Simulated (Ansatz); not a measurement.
Mulliken charges of `O[SiH2]S[SiH2]Cl` from ωB97M-V/def2-TZVPP in Ansatz (PBE0-D4/def2-TZVP geometry).

| atom | x (Å) | y (Å) | z (Å) | charge (e) |
| --- | --- | --- | --- | --- |
| O1 | -0.678 | -1.378 | 1.049 | -0.369 |
| Si2 | 0.325 | -1.495 | -0.241 | 0.403 |
| S3 | 0.090 | 0.153 | -1.593 | -0.272 |
| Si4 | 0.156 | 1.707 | -0.151 | 0.321 |
| Cl5 | -1.686 | 2.021 | 0.711 | -0.218 |
| H6 | -1.591 | -1.127 | 0.896 | 0.188 |
| H7 | 0.068 | -2.686 | -1.086 | -0.033 |
| H8 | 1.687 | -1.524 | 0.333 | -0.018 |
| H9 | 0.526 | 2.952 | -0.855 | -0.003 |
| H10 | 1.102 | 1.377 | 0.937 | 0.000 |

Problem. By hand: the dipole of these point charges (1 e Å = 4.8032 D).

Solution. Σ q r = (0.441, -0.133, -0.054) e Å, of length 0.464 e Å = 2.23 D.

Problem. How does the dipole of the full density compare? (Estimate.)

Solution. The calculation gave: (0.027, -0.061, -0.058) e Å, 0.42 D; the point charges give 5.31 times that, at 56° from its direction.

Point charges leave out the atoms' own dipoles, such as those of lone pairs, and Mulliken's split depends on the basis, so the two needn't agree.
